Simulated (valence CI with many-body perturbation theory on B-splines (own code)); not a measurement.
## E1 transitions of Re⁶²⁺

Calculated by valence CI with perturbative core correlation (CI+MBPT): three valence electrons over a frozen Dirac-Fock core [Ne], radial functions for each j: 11 s, 11 p, 10 d, 8 f, 5 g, 2 h, with the one-electron correlation potential Σ1, the two-electron term Σ2, the three-electron term Σ3, Breit, model QED; selected CI, second order for the rest, scaled by the run's own slope (own B-spline code, finite nucleus).

No measured spectrum was set against this ion. As an estimate, large intervals hold to a few tenths of a per cent, small ones and those within an open d or f shell to about a per cent.

Lines 1 to 50 of 591 in falling wavelength, among levels below 249.27 Ry, chosen from the strongest by gf and those to the six lowest levels. Wavelengths and rates use the calculated energies. Electric multipoles are in the length gauge, E1 and E2 with the static RPA response of the core. Weak lines are less certain than strong ones. Lines between different terms over intervals too small for the method are left out, as are lines whose strength nearly cancels. The highest levels of a list are the least certain.

Levels are named by their leading jj configuration (3d3/2^4 stands for four electrons in 3d with j = 3/2), which in mixed levels can hold well under half, so a name can repeat and another be missing. Letters in brackets count levels of one name in rising energy.

| λ vac (nm) | Upper | Lower | A (s⁻¹) | S (a.u.) |
| --- | --- | --- | --- | --- |
| 17.50 | (3s 3p1/2 4p1/2) J=1/2 [a] | (3s 3p1/2 4s) J=1/2 [a] | 1.13e+10 | 5.96e-02 |
| 17.30 | (3s 3p1/2 4p1/2) J=3/2 | (3s 3p1/2 4s) J=3/2 | 7.37e+09 | 7.53e-02 |
| 16.17 | (3s^2 4p1/2) J=1/2 | (3s^2 4s) J=1/2 | 1.52e+10 | 6.33e-02 |
| 14.11 | (3s 3p1/2 4p1/2) J=1/2 [b] | (3s 3p1/2 4s) J=3/2 | 2.00e+10 | 5.54e-02 |
| 8.841 | (3s 3p1/2 3p3/2) J=3/2 [a] | (3s^2 3p3/2) J=3/2 | 2.12e+09 | 2.89e-03 |
| 8.456 | (3p1/2 3p3/2 3d5/2) J=7/2 [b] | (3s 3p3/2 3d5/2) J=5/2 [b] | 1.21e+10 | 2.89e-02 |
| 8.332 | (3p1/2 3p3/2 3d5/2) J=9/2 | (3s 3p3/2 3d5/2) J=7/2 [b] | 1.04e+10 | 2.96e-02 |
| 8.307 | (3p1/2 3d3/2 3d5/2) J=9/2 | (3s 3d3/2 3d5/2) J=7/2 [b] | 2.16e+10 | 6.12e-02 |
| 7.953 | (3p1/2 3d3/2 3d5/2) J=7/2 [a] | (3s 3d3/2 3d5/2) J=5/2 [a] | 1.33e+10 | 2.65e-02 |
| 7.879 | (3p1/2 3d3/2 3d5/2) J=9/2 | (3s 3d3/2 3d5/2) J=9/2 | 1.10e+10 | 2.65e-02 |
| 7.811 | (3s 3p1/2 3d5/2) J=7/2 | (3s^2 3d5/2) J=5/2 | 2.40e+10 | 4.52e-02 |
| 7.809 | (3s 3p1/2 3p3/2) J=5/2 | (3s^2 3p3/2) J=3/2 | 1.46e+10 | 2.05e-02 |
| 7.711 | (3p1/2 3d5/2^2) J=9/2 | (3s 3d5/2^2) J=7/2 | 3.85e+10 | 8.72e-02 |
| 7.573 | (3p1/2 3d5/2^2) J=5/2 | (3s 3d5/2^2) J=3/2 | 3.10e+10 | 3.99e-02 |
| 7.407 | (3p1/2^2 3p3/2) J=3/2 | (3s 3p1/2 3p3/2) J=3/2 [b] | 4.48e+09 | 3.59e-03 |
| 7.356 | (3p1/2 3p3/2 3d5/2) J=9/2 | (3s 3p3/2 3d5/2) J=7/2 [a] | 1.39e+10 | 2.74e-02 |
| 7.330 | (3s 3p1/2 3d5/2) J=5/2 [b] | (3s^2 3d5/2) J=5/2 | 1.82e+10 | 2.13e-02 |
| 7.242 | (3s 3p1/2^2) J=1/2 | (3s^2 3p1/2) J=1/2 | 3.95e+10 | 1.48e-02 |
| 7.206 | (3p1/2 3d5/2^2) J=1/2 | (3s 3d5/2^2) J=1/2 | 6.42e+10 | 2.37e-02 |
| 7.196 | (3p1/2 3d3/2 3d5/2) J=5/2 [b] | (3s 3d3/2 3d5/2) J=5/2 [b] | 2.09e+10 | 2.31e-02 |
| 7.189 | (3p1/2 3p3/2 3d3/2) J=7/2 | (3s 3p3/2 3d3/2) J=7/2 | 1.91e+10 | 2.81e-02 |
| 7.156 | (3p1/2 3p3/2 3d5/2) J=5/2 [a] | (3s 3p3/2 3d5/2) J=3/2 [a] | 2.88e+10 | 3.12e-02 |
| 7.053 | (3p1/2 3d5/2^2) J=3/2 | (3s 3d5/2^2) J=5/2 | 4.68e+10 | 3.24e-02 |
| 7.049 | (3p1/2 3d3/2^2) J=3/2 | (3s 3d3/2^2) J=5/2 | 3.39e+10 | 2.34e-02 |
| 7.022 | (3p1/2 3p3/2 3d5/2) J=3/2 [b] | (3s 3p3/2 3d5/2) J=1/2 | 3.03e+10 | 2.07e-02 |
| 7.018 | (3p1/2^2 3d5/2) J=5/2 | (3s 3p1/2 3d5/2) J=3/2 | 3.83e+10 | 3.92e-02 |
| 6.983 | (3p1/2 3d3/2 3d5/2) J=7/2 [b] | (3s 3d3/2 3d5/2) J=7/2 [b] | 1.62e+10 | 2.18e-02 |
| 6.951 | (3p1/2 3d5/2^2) J=5/2 | (3s 3d5/2^2) J=5/2 | 3.58e+10 | 3.56e-02 |
| 6.917 | (3p1/2 3d5/2^2) J=7/2 | (3s 3d5/2^2) J=9/2 | 4.57e+10 | 5.97e-02 |
| 6.886 | (3s 3p1/2 3p3/2) J=3/2 [b] | (3s^2 3p3/2) J=3/2 | 2.60e+10 | 1.68e-02 |
| 6.858 | (3s 3p1/2 3d3/2) J=3/2 [a] | (3s 3p1/2 3p3/2) J=3/2 [b] | 2.93e+10 | 1.87e-02 |
| 6.841 | (3p1/2 3p3/2 3d5/2) J=3/2 [a] | (3s 3p3/2 3d5/2) J=5/2 [a] | 4.20e+10 | 2.65e-02 |
| 6.830 | (3p1/2^2 3d5/2) J=5/2 | (3s 3p1/2 3d5/2) J=5/2 [b] | 3.85e+10 | 3.63e-02 |
| 6.743 | (3p1/2 3d5/2^2) J=9/2 | (3s 3d5/2^2) J=9/2 | 3.13e+10 | 4.73e-02 |
| 6.681 | (3p1/2 3p3/2 3d5/2) J=5/2 [a] | (3s 3p3/2 3d5/2) J=5/2 [a] | 2.96e+10 | 2.61e-02 |
| 6.677 | (3p1/2 3d3/2 3d5/2) J=7/2 [b] | (3s 3d3/2 3d5/2) J=9/2 | 4.91e+10 | 5.77e-02 |
| 6.584 | (3p1/2 3p3/2^2) J=5/2 | (3s 3p3/2^2) J=5/2 | 2.86e+10 | 2.41e-02 |
| 6.572 | (3p1/2^2 3p3/2) J=3/2 | (3s 3p1/2 3p3/2) J=5/2 | 3.74e+10 | 2.10e-02 |
| 6.559 | (3p1/2 3p3/2 3d5/2) J=7/2 [b] | (3s 3p3/2 3d5/2) J=7/2 [a] | 2.53e+10 | 2.82e-02 |
| 6.512 | (3s 3p1/2 3p3/2) J=1/2 | (3s^2 3p3/2) J=3/2 | 3.31e+10 | 9.02e-03 |
| 6.483 | (3p1/2^2 3d3/2) J=3/2 | (3s 3p1/2 3d3/2) J=5/2 | 7.79e+10 | 4.19e-02 |
| 6.482 | (3p1/2 3p3/2 3d5/2) J=5/2 [b] | (3s 3p3/2 3d5/2) J=7/2 [a] | 3.63e+10 | 2.93e-02 |
| 6.460 | (3p1/2^2 3d5/2) J=5/2 | (3s 3p1/2 3d5/2) J=7/2 | 7.19e+10 | 5.74e-02 |
| 6.442 | (3p1/2 3p3/2 3d5/2) J=7/2 [a] | (3s 3p3/2 3d5/2) J=9/2 | 5.50e+10 | 5.80e-02 |
| 6.424 | (3s 3p1/2 3d3/2) J=5/2 | (3s 3p1/2 3p3/2) J=3/2 [b] | 7.82e+09 | 6.14e-03 |
| 6.412 | (3p1/2 3p3/2^2) J=3/2 | (3s 3p3/2^2) J=5/2 | 5.49e+10 | 2.86e-02 |
| 6.302 | (3p1/2 3d3/2 3d5/2) J=5/2 [b] | (3s 3d3/2 3d5/2) J=7/2 [a] | 2.91e+10 | 2.15e-02 |
| 6.300 | (3p1/2 3p3/2 3d3/2) J=5/2 [a] | (3p1/2 3p3/2^2) J=5/2 | 2.80e+10 | 2.07e-02 |
| 6.282 | (3p1/2 3p3/2 3d3/2) J=5/2 [b] | (3s 3p3/2 3d3/2) J=7/2 | 6.25e+10 | 4.59e-02 |
| 6.186 | (3p1/2 3p3/2 3d5/2) J=9/2 | (3s 3p3/2 3d5/2) J=9/2 | 3.95e+10 | 4.62e-02 |
